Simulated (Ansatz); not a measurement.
ClH3S3Zr, SMILES `[SH][Zr]([SH])([SH])[Cl]`, charge 0, multiplicity 1.

(1) Give a relaxed structure at PBE0-D4/def2-TZVP (Ansatz 0.2.0). (An estimate is asked.)

Answers

(1) Computed: 
Z-matrix (Å, degrees):
```
Zr
S 1 2.426
S 1 2.417 2 109.2
S 1 2.419 2 108.1 3 113.4
Cl 1 2.330 2 110.7 3 -123.9
H 2 1.349 1 89.5 3 -94.1
H 3 1.349 1 89.8 2 14.3
H 4 1.350 1 90.0 2 73.8
```
